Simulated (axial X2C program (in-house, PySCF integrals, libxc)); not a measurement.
# InCO: properties at the nuclei

Calculated with an axial X2C code built on PySCF integrals: two-component X2C with atomic mean-field Coulomb and Gaunt terms, Gaussian nuclei, basis In dyall-v3z, C dyall-v3z, O dyall-av3z with contracted cores.

In–C–O held linear, with bonds 2.478 and 1.141 Å (near the PBE0 minimum at charge 0 of the determinant lowest at the starting distance; the state shown can have its own minimum elsewhere, held linear; other orders of the atoms were not compared).

Determinant lowest in the PBE0 search, Ω = 1/2 (⟨Sz⟩ = -0.50, ⟨Lz⟩ = 1.00 at PBE0), spin on the atoms In -0.34, C -0.13, O -0.04:

```
 level  Eeff magnitude (GV/cm)  Ws magnitude In (kHz)  A∥/gI In (MHz)  qzz In (a.u.)  A∥/gI C (MHz)  qzz C (a.u.)  A∥/gI O (MHz)  qzz O (a.u.)  μ (D)
  PBE0                   0.512                  0.481            1280           0.09           75.8         -0.81            141         -0.47  -0.88
    HF                    2.13                   2.32            1410           0.83             32         -1.07           67.3         -0.57   0.39
r2SCAN                    1.06                   1.11            1520           0.06           71.4         -0.79            134         -0.47  -0.74
```

Determinant 0.13 eV from it at PBE0 and this distance, Ω = 3/2 (⟨Sz⟩ = 0.50, ⟨Lz⟩ = 1.00 at PBE0), spin on the atoms In 0.32, C 0.14, O 0.04:

| level | Eeff magnitude (GV/cm) | Ws magnitude In (kHz) | A∥/gI In (MHz) | qzz In (a.u.) | A∥/gI C (MHz) | qzz C (a.u.) | A∥/gI O (MHz) | qzz O (a.u.) | μ (D) |
| --- | --- | --- | --- | --- | --- | --- | --- | --- | --- |
| PBE0 | 1.1 | 0.379 | 105 | -0.27 | 12 | -0.80 | 39.8 | -0.46 | -1.15 |
| HF | 4.26 | 1.59 | 97.9 | 0.47 | 1.08 | -1.06 | 27.7 | -0.56 | 0.14 |
| r2SCAN | 1.56 | 0.556 | 29.9 | -0.28 | 16.3 | -0.77 | 41.2 | -0.46 | -0.96 |

Eeff is the effective electric field on the electron electric dipole moment in this Ω state and Ws the scalar–pseudoscalar constant of the nucleus named (defined with the proton number Z and per Ω); A∥ (defined per Ω) follows by multiplying with gI = μI/(I μN); qzz is the electric field gradient, eQq0 = 234.96 MHz × Q/barn × qzz; μ is positive if the O end (last atom) is positive. The operators were transformed with the bare-nucleus X2C matrices; with these basis sets, hyperfine constants and field gradients can be off by tens of per cent, and where levels differ in sign neither size nor sign is settled.

(1) With gI(115In) = 1.2313, Q(17O) = -0.02558 barn (g factors from the IAEA table of nuclear moments by Stone; Q from Pyykkö, Mol. Phys. 2018), turn the PBE0 values of the first state into constants in MHz.

The molecule was held linear; bending was not examined, so a bent shape may lie lower.

Each state is one determinant with collinear spin. Unrestricted Hartree–Fock can overshoot spin polarisation at the nuclei. Where Eeff spreads by more than a factor of two the levels disagree and none is to be relied on. The search compared states at one distance, so a state with another bond length can lie lower. Where a field gradient or hyperfine factor spreads by more than a factor of two over the levels, a constant derived from it is not to be relied on. PBE0 term energies can be off by some tenths of an eV.

## Answers

(1) A∥(115In) = 1280 × 1.2313 = 1580 MHz; eQq0(17O) = 234.96 × (-0.02558) × (-0.47) = 2.82 MHz.
